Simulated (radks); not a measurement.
Values are calculated unless marked as measured or tabulated.
Question: Valence configurations of Ga2+ (all share [Ar]). Level of theory: scalar-relativistic Kohn-Sham, PBEsol, spin-polarised, spherical densities, point nucleus; open shells are filled with parallel spins first (a radial shooting solver on a logarithmic mesh with Libxc functionals). Order these by energy: 3d9.5 4s1.5; 3d8 4s0.5 4p2.5; 3d10 4p1; 3d9.5 4s1 4p0.5; 3d9 4s1 4p1; 3d10 4s0.5 4p0.5; 3d10 4s1; 3d8 4s1 4p2; 3d7 4s2 4p2; 3d9 4s2.

Answer: From the lowest, in eV above it: 3d10 4s1 0.000; 3d10 4s0.5 4p0.5 4.227; 3d9.5 4s1.5 7.555; 3d10 4p1 8.462; 3d9.5 4s1 4p0.5 11.156; 3d9 4s2 16.224; 3d9 4s1 4p1 23.788; 3d8 4s1 4p2 53.867; 3d8 4s0.5 4p2.5 58.905; 3d7 4s2 4p2 84.180. NIST lists [Ar] 3d10 4s1 as the ground configuration; this level of theory agrees among the configurations tried. The energies are those of spherical high-spin densities, not of single terms.
